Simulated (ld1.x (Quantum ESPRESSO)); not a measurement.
# nickel (Ni), PAW: configuration errors across variants

```json
{"Element": "Ni (Z = 28)", "Generator": "ld1.x (Quantum ESPRESSO) 7.5", "Type": "PAW", "Functional": "LDA (PZ)", "Relativity": "scalar-relativistic", "Frozen core": "[Ne]", "Valence charge": "18", "Reference configuration": "3s2 3p6 3d8 4s1.5 4p0.5", "Partial waves": "3s (bound): rcut 1.00, rcutus 1.25 bohr; 4s (bound): rcut 1.00, rcutus 1.25 bohr; 3p (bound): rcut 1.45, rcutus 1.65 bohr; 4p (bound): rcut 1.45, rcutus 1.65 bohr; 3d (bound): rcut 0.95, rcutus 1.20 bohr; 3d channel at 1.2 Ry: rcut 0.95, rcutus 1.20 bohr", "Local potential": "all-electron potential smoothed inside 0.95 bohr (lloc = -2)", "Core correction": "a·sin(br)/r model core, default radius (ld1.x builds one for every PAW set, though the input has nlcc=.false.)", "Augmentation charge": "BESSEL, radius 0.85 bohr"}
```

All-electron excitation energies from the reference (eV): (1) 3s2 3p6 3d8 4s2 4p0 -2.298; (2) 3s2 3p6 3d8 4s1 4p0 7.302; (3) 3s2 3p6 3d8 4s0 4p0 24.962; (4) 3s2 3p6 3d8 4s0 4p2 7.379; (5) 3s2 3p6 3d9 4s0 4p0 4.264; (6) 3s2 3p6 3d8 4s1.5 4p0.5 spin -1.168; (7) 3s2 3p6 3d8 4s2 4p0 spin -3.211.

Spin tests fill each open shell by Hund’s rule, majority spin first.

The overlap operator is not positive definite (basis up to 400 Ry) in “base”, “waves 3d (bound): rcut 0.92, rcutus 0.98 bohr; 3d channel at 1.2 Ry: rcut 0.92, rcutus 0.98 bohr”, “waves 3d (bound): rcut 0.95, rcutus 1.22 bohr; 3d channel at 1.2 Ry: rcut 0.95, rcutus 1.22 bohr”, “waves 3d (bound): rcut 0.95, rcutus 1.38 bohr; 3d channel at 1.2 Ry: rcut 0.95, rcutus 1.38 bohr”, “waves 3d (bound): rcut 0.95, rcutus 1.62 bohr; 3d channel at 1.2 Ry: rcut 0.95, rcutus 1.62 bohr”, “waves 3d (bound): rcut 0.95, rcutus 1.72 bohr; 3d channel at 1.2 Ry: rcut 0.95, rcutus 1.72 bohr”. Such files are unfit for use, however small their errors in these radial tests.

Tests that are not counted but printed errors over 1 eV. “base”: 3s2 3p6 3d7 4s2 4p0 (solver errors, printed error -3723 eV); 3s2 3p6 3d6 4s0 4p0 (solver errors, printed error -2970 eV). “waves 3d (bound): rcut 0.92, rcutus 0.98 bohr; 3d channel at 1.2 Ry: rcut 0.92, rcutus 0.98 bohr”: 3s2 3p6 3d8 4s0 4p2 (solver errors, printed error -3786 eV); 3s2 3p6 3d7 4s2 4p0 (solver errors, printed error -3777 eV); 1 more. “waves 3d (bound): rcut 0.95, rcutus 1.22 bohr; 3d channel at 1.2 Ry: rcut 0.95, rcutus 1.22 bohr”: 3s2 3p6 3d7 4s2 4p0 (solver errors, printed error -3723 eV); 3s2 3p6 3d6 4s0 4p0 (solver errors, printed error -2970 eV). “waves 3d (bound): rcut 0.95, rcutus 1.38 bohr; 3d channel at 1.2 Ry: rcut 0.95, rcutus 1.38 bohr”: 3s2 3p6 3d8 4s0 4p2 (solver errors, printed error -3944 eV); 3s2 3p6 3d7 4s2 4p0 (solver errors, printed error -3584 eV); 1 more. “waves 3d (bound): rcut 0.95, rcutus 1.62 bohr; 3d channel at 1.2 Ry: rcut 0.95, rcutus 1.62 bohr”: 3s2 3p6 3d9 4s0 4p0 (solver errors, printed error -3868 eV); 3s2 3p6 3d7 4s2 4p0 (solver errors, printed error -3575 eV); 1 more.

Errors AE − PS in meV (a dash: test not solved or not reliable):

```tsv
change	(1)	(2)	(3)	(4)	(5)	(6)	(7)	bound ghosts
base	+4.8	+1.4	-2.4	-790	+73	-3.5	-2.2	not determined (overlap not positive)
waves 3d (bound): rcut 0.92, rcutus 0.98 bohr; 3d channel at 1.2 Ry: rcut 0.92, rcutus 0.98 bohr	+5.4	+0.9	-3.5	–	–	-2.7	-1.4	not determined (overlap not positive)
waves 3d (bound): rcut 0.95, rcutus 1.22 bohr; 3d channel at 1.2 Ry: rcut 0.95, rcutus 1.22 bohr	+4.8	+1.4	-2.4	-790	+73	-3.5	-2.2	not determined (overlap not positive)
waves 3d (bound): rcut 0.95, rcutus 1.38 bohr; 3d channel at 1.2 Ry: rcut 0.95, rcutus 1.38 bohr	+4.7	+2.2	-1.3	–	-52	-3.0	-1.9	not determined (overlap not positive)
waves 3d (bound): rcut 0.95, rcutus 1.62 bohr; 3d channel at 1.2 Ry: rcut 0.95, rcutus 1.62 bohr	+8.3	+7.3	+1.8	-338	–	-1.9	+0.9	not determined (overlap not positive)
waves 3d (bound): rcut 0.95, rcutus 1.72 bohr; 3d channel at 1.2 Ry: rcut 0.95, rcutus 1.72 bohr	+14	+13	+2.6	–	–	–	–	not determined (overlap not positive)
```

Give the same row for: waves 3d (bound): rcut 0.74, rcutus 0.78 bohr; 3d channel at 1.2 Ry: rcut 0.74, rcutus 0.78 bohr.

+5.1, +1.2, -1.8, –, –, –, –; bound ghosts: not determined (overlap not positive). Its overlap operator is not positive definite in a basis up to 400 Ry (lowest eigenvalue p -2.70), so the file is unfit for use: the generalised eigenproblem breaks down once the basis is large enough, and its test numbers describe a broken file.
